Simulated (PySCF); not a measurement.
Si(Cl)(F)2(nPr), SMILES CCC[Si](F)(F)Cl, B3LYP/def2-SVP optimised geometry.

```
14

C      2.09    -0.92    -0.02
C      0.56    -0.97    -0.01
C     -0.09     0.43     0.00
Si    -1.94     0.43     0.00
F     -2.52     1.93     0.00
F     -2.52    -0.28    -1.33
Cl    -2.74    -0.55     1.62
H      2.48    -0.40     0.87
H      2.52    -1.93    -0.03
H      2.47    -0.39    -0.91
H      0.21    -1.54     0.86
H      0.20    -1.53    -0.90
H      0.24     1.00     0.88
H      0.23     1.01    -0.88
```

Density from B3LYP/def2-TZVP in PySCF at that geometry.

Minimum of the electron density along straight lines between bonded atoms, close to the bond critical point (lines longer than 1.1 times the sum of covalent radii, or with two minima, are not listed):

| bond | length / Å | ρ at the minimum / e bohr⁻³ | ∇²ρ there / e bohr⁻⁵ | position (fraction from the first atom) |
|---|---|---|---|---|
| C1–C2 | 1.529 | 0.245 | -0.61 | 0.50 |
| C2–C3 | 1.540 | 0.237 | -0.56 | 0.49 |
| C3–Si4 | 1.852 | 0.135 | (withheld) | 0.61 |
| Si4–F5 | 1.614 | 0.136 | 0.91 | 0.42 |
| Si4–F6 | 1.615 | 0.135 | 0.91 | 0.42 |
| Si4–Cl7 | 2.055 | (withheld) | (withheld) | 0.36 |
| C1–H8 | 1.103 | 0.272 | -0.91 | 0.64 |
| C1–H9 | 1.102 | 0.273 | -0.92 | 0.64 |
| C1–H10 | 1.103 | 0.272 | -0.91 | 0.64 |
| C2–H11 | 1.104 | 0.275 | -0.93 | 0.64 |
| C2–H12 | 1.104 | 0.275 | -0.93 | 0.64 |
| C3–H13 | 1.105 | 0.268 | -0.88 | 0.64 |
| C3–H14 | 1.106 | 0.267 | -0.87 | 0.64 |

### Question
Some entries are withheld; supply them.

### Answer

- C3–Si4, ∇²ρ there / e bohr⁻⁵: 0.12
- Si4–Cl7, ρ at the minimum / e bohr⁻³: 0.102
- Si4–Cl7, ∇²ρ there / e bohr⁻⁵: 0.19
